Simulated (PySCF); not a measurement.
A GIAO shielding run with PySCF 2.14.0 with density-fitted response routines (density fitting, non-relativistic, gas phase) on SMILES FC[C@H](Cl)[SiH2]CC[SiH3], C$_{4}$H$_{12}$ClFSi$_{2}$:

```
$ OMP_NUM_THREADS=1 python probes_run.py task.json out

{"job": {"kind": "nmr", "xc": "PBE0", "basis": "pcSseg-1"}, "charge": 0, "multiplicity": 1}
F     -3.719216    -0.911615    -0.628468
C     -3.568171    -0.005552     0.392756
C     -2.206004     0.642800     0.344549
Cl    -2.194138     1.967098    -0.864548
Si    -0.831412    -0.594603    -0.181389
C      0.843378     0.261601     0.068909
C      2.007902    -0.635348    -0.350843
Si     3.697663     0.207197    -0.114488
H     -3.674068    -0.573031     1.323675
H     -4.387516     0.714906     0.298144
H     -2.018149     1.122731     1.303977
H     -0.961846    -1.765877     0.696352
H     -1.062571    -0.942957    -1.580498
H      0.971934     0.547749     1.115296
H      0.880365     1.187937    -0.507351
H      1.969563    -1.561918     0.224164
H      1.876411    -0.923940    -1.394725
H      3.748580     1.425378    -0.925039
H      3.859078     0.556705     1.299899
H      4.763070    -0.708582    -0.523409
```

Hardware: 1 thread of an Arm Neoverse V2, shared host. The job also computes population analyses, field gradients.

Problem. How large is the calculation?

Solution. 90 electrons, 217 basis functions and 1196 auxiliary functions.

Problem. How long does it take, and how much memory does it need?

Solution. 56 s of wall time, with 14 SCF cycles and 5 response iterations; peak memory 0.94 GiB. Times on a shared host scatter by some tens of per cent.
